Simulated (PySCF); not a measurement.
## Radial density of Kr²¹⁺ (krypton, charge +21)

UHF, [Ne] 3s2 3p3, high-spin 4S determinant. All numbers are calculated (PySCF 2.14, the non-relativistic Hamiltonian (point nucleus), in an uncontracted even-tempered set (17 s from 2.2 bohr⁻², ratio 2.5; 11 p from 2.9 bohr⁻², ratio 2.5; 5 d from 13 bohr⁻², ratio 2.7; 4 f from 20 bohr⁻², ratio 2.7)).

```json
{"r (bohr)": "0.000566", "4πr²ρ (e/bohr)": "0.1255", "4πr²(ρα − ρβ)": "0.0000"}
{"r (bohr)": "0.000952", "4πr²ρ (e/bohr)": "0.3453", "4πr²(ρα − ρβ)": "0.0000"}
{"r (bohr)": "0.00160", "4πr²ρ (e/bohr)": "0.9323", "4πr²(ρα − ρβ)": "0.0001"}
{"r (bohr)": "0.00269", "4πr²ρ (e/bohr)": "2.438", "4πr²(ρα − ρβ)": "0.0002"}
{"r (bohr)": "0.00453", "4πr²ρ (e/bohr)": "6.044", "4πr²(ρα − ρβ)": "0.0008"}
{"r (bohr)": "0.00762", "4πr²ρ (e/bohr)": "13.69", "4πr²(ρα − ρβ)": "0.0040"}
{"r (bohr)": "0.0128", "4πr²ρ (e/bohr)": "26.71", "4πr²(ρα − ρβ)": "0.0230"}
{"r (bohr)": "0.0216", "4πr²ρ (e/bohr)": "40.72", "4πr²(ρα − ρβ)": "0.1277"}
{"r (bohr)": "0.0363", "4πr²ρ (e/bohr)": "43.12", "4πr²(ρα − ρβ)": "0.5908"}
{"r (bohr)": "0.0610", "4πr²ρ (e/bohr)": "36.08", "4πr²(ρα − ρβ)": "1.8845"}
{"r (bohr)": "0.103", "4πr²ρ (e/bohr)": "47.20", "4πr²(ρα − ρβ)": "2.8365"}
{"r (bohr)": "0.173", "4πr²ρ (e/bohr)": "42.05", "4πr²(ρα − ρβ)": "0.2918"}
{"r (bohr)": "0.290", "4πr²ρ (e/bohr)": "14.86", "4πr²(ρα − ρβ)": "3.8527"}
{"r (bohr)": "0.488", "4πr²ρ (e/bohr)": "12.98", "4πr²(ρα − ρβ)": "7.4380"}
{"r (bohr)": "0.822", "4πr²ρ (e/bohr)": "1.189", "4πr²(ρα − ρβ)": "0.6844"}
{"r (bohr)": "1.38", "4πr²ρ (e/bohr)": "0.004124", "4πr²(ρα − ρβ)": "0.0020"}
```

Spin-orbit coupling is strong in this species (close to jj coupling), so the high-spin LS determinant is a model state, not a physical level.
